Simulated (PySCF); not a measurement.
Simulated outer-valence photoelectron spectrum of 1-bromo-2,2-difluoroethylene, `FC(F)=CBr`. The calculation used EOM-IP-CCSD/aug-cc-pVDZ in PySCF, restricted Hartree–Fock reference, 13 core orbitals frozen, non-relativistic, gas phase, PBE0-D3(BJ)/def2-SVP geometry.

Each root has a Gaussian of 0.6 eV full width with its one-hole share as area; cross sections and vibrations are left out, and the highest printed point is 100.

```tsv
ionisation energy (eV)	intensity
9.0	1
9.2	8
9.4	27
9.6	50
9.8	50
10.0	27
10.2	8
10.4	2
10.6	4
10.8	18
11.0	42
11.2	54
11.4	37
11.6	14
11.8	4
12.0	8
12.2	27
12.4	49
12.6	49
12.8	26
13.0	8
13.2	1
13.4	0
13.6	0
13.8	2
14.0	10
14.2	30
14.4	51
14.6	47
14.8	23
15.0	7
15.2	6
15.4	21
15.6	48
15.8	72
16.0	87
16.2	100
16.4	91
16.6	55
16.8	20
17.0	4
17.2	1
17.4	0
17.6	2
17.8	9
18.0	29
18.2	50
18.4	46
18.6	23
18.8	6
19.0	1
```

Question: Where are the maxima, and how many lines lie under the curve?

Answer: 6 maxima, at 9.7, 11.2, 12.5, 14.5, 16.2 and 18.3 eV, from 8 lines. At this width some lines have no maximum of their own.

Question: List the lines with their holes.

Answer: 
```json
{"E (eV)": "9.70", "leading hole (HF orbital)": "HOMO", "area": "0.96", "Koopmans (eV)": "10.10"}
{"E (eV)": "11.18", "leading hole (HF orbital)": "HOMO-1", "area": "0.96", "Koopmans (eV)": "11.79"}
{"E (eV)": "12.50", "leading hole (HF orbital)": "HOMO-2", "area": "0.95", "Koopmans (eV)": "13.33"}
{"E (eV)": "14.47", "leading hole (HF orbital)": "HOMO-3", "area": "0.96", "Koopmans (eV)": "15.35"}
{"E (eV)": "15.75", "leading hole (HF orbital)": "HOMO-4", "area": "0.95", "Koopmans (eV)": "18.01"}
{"E (eV)": "16.18", "leading hole (HF orbital)": "HOMO-5", "area": "0.94", "Koopmans (eV)": "18.75"}
{"E (eV)": "16.42", "leading hole (HF orbital)": "HOMO-6", "area": "0.94", "Koopmans (eV)": "19.31"}
{"E (eV)": "18.27", "leading hole (HF orbital)": "HOMO-7", "area": "0.93", "Koopmans (eV)": "20.70"}
```

The widest gap, 1.97 eV, lies between 12.50 and 14.47 eV. Only orbitals with −ε under 21 eV, eight at most, were ionised, so the high end of the curve may lack lines.
